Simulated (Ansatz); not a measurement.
Program: Ansatz 0.2.0.

Basis-set series for BGaH$_{5}$N, SMILES `B[NH][GaH2]`. Total charge 0; spin multiplicity 1. The geometry is a stationary point of PBE0-D4/def2-TZVP.

Z-matrix (Å, degrees):
```
B
N 1 1.400
H 1 1.201 2 118.9
H 1 1.201 2 120.4 3 180.0
Ga 2 1.854 1 125.2 3 -0.0
H 2 1.011 1 117.0 3 -180.0
H 5 1.557 2 116.3 1 0.1
H 5 1.563 2 116.3 1 -179.9
```

| functional | basis | functions | energy (Eh) | HOMO (eV) | LUMO (eV) |
| --- | --- | --- | --- | --- | --- |
| PBE0-D4 | def2-TZVPP | 180 | -2007.16677 | -8.38 | -1.46 |
| PBE0-D4 | def2-QZVPP | 353 | -2007.21596 | -8.39 | -1.49 |

Q: Give the rows for def2-SVP. (Estimate.)

A: The calculation gave: 
```
functional     basis  functions  energy (Eh)  HOMO (eV)  LUMO (eV)
   PBE0-D4  def2-SVP         85  -2006.82615      -8.33      -1.43
```

Positive LUMOs are unbound and depend on the basis. Scalar relativity is left out up to krypton.
